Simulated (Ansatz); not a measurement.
Stepwise reaction of `C[O][Al]([F])[O]C` with hydrogen sulfide, as a gas-phase model of exchange steps in deposition or etching. ΔE in kJ/mol.

Calculated with Ansatz (gas phase, PBE0-D4/def2-TZVP geometries, no zero-point term in ΔE). CCSD(T)/CBS adds triple-zeta CCSD(T) − MP2 to the extrapolated MP2 energy (def2 sets, frozen cores). This one scheme is used for every species. Functionals use def2-TZVPP. B3LYP here is the variant with VWN-RPA as its local correlation; programs differ in this. One conformer a species, not always the lowest.

| step | reaction | PBE-D4 | B3LYP-D4 | ωB97M-V | CCSD(T)/CBS |
| --- | --- | --- | --- | --- | --- |
| 2 | `C[O][Al]([F])[SH]` + H₂S → `[F][Al]([SH])[SH]` + CH₃OH | 12.7 | 26.3 | 22.2 | 20.8 |

Question: Give the row of step 1, `C[O][Al]([F])[O]C` + H₂S → `C[O][Al]([F])[SH]` + CH₃OH. (Best estimate.)

Answer: Computed: 
| step | reaction | PBE-D4 | B3LYP-D4 | ωB97M-V | CCSD(T)/CBS |
| --- | --- | --- | --- | --- | --- |
| 1 | `C[O][Al]([F])[O]C` + H₂S → `C[O][Al]([F])[SH]` + CH₃OH | 2.4 | 15.6 | 10.9 | 11.0 |

Question: By hand: ΔE of the 2 steps together at CCSD(T)/CBS.

Answer: (11.0) + (20.8) = 31.8 kJ/mol, or 15.9 kJ/mol a step.

In ΔE each step is higher than the one before. All are uphill at CCSD(T)/CBS. PBE-D4 differs from CCSD(T)/CBS by -8.6 to -8.1 kJ/mol a step. Isolated molecules leave out the surface, adducts and barriers. Largest T1 diagnostic: 0.012.
